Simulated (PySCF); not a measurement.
Polarisability and C₆ of Ni⁺ (nickel, charge +1)

[Ar] 3d9, 2D determinant. All numbers are calculated (PySCF 2.14, the spin-free X2C one-electron Hamiltonian (Gaussian nucleus), in dyall-av2z (16s12p7d2f, 101 functions)). Coupled (time-dependent) response in atomic units; α is the mean over directions. A double-zeta set is small for polarisabilities.

```json
{"method": "UHF", "mean α (bohr³)": "5.647", "α xx, yy, zz": "5.346, 5.346, 6.251", "C₆ (like pair)": "17.95", "S(−4)": "26.57"}
{"method": "PBE", "mean α (bohr³)": "8.956", "α xx, yy, zz": "8.291, 8.291, 10.28", "C₆ (like pair)": "28.90", "S(−4)": "97.73"}
{"method": "PBE0", "mean α (bohr³)": "7.455", "α xx, yy, zz": "7.026, 7.026, 8.312", "C₆ (like pair)": "23.94", "S(−4)": "59.67"}
```

S(−4) is the Cauchy moment in α(ω) = α(0) + S(−4) ω² + …

α(iu) at PBE0:

| u (hartree) | α(iu) (bohr³) |
| --- | --- |
| 0 | 7.455 |
| 0.0500 | 7.310 |
| 0.100 | 6.925 |
| 0.200 | 5.866 |
| 0.300 | 4.905 |
| 0.500 | 3.673 |
| 0.750 | 2.850 |
| 1.00 | 2.336 |
| 1.50 | 1.665 |
| 2.00 | 1.238 |
| 3.00 | 0.7589 |
| 5.00 | 0.3809 |

A single London oscillator, α(iu) = α/(1 + u²/ω²), gives C₆ = (3/4) ω α². Matching the computed C₆ needs ω = 4 × 23.94 / (3 × 7.455²) = 0.574 hartree.

For an ion, C₆ is the dispersion term alone; charge-induced terms of lower order in 1/R come first.

The components differ because the open shell of this determinant is not spherical; for a pure term their mean is the scalar polarisability.
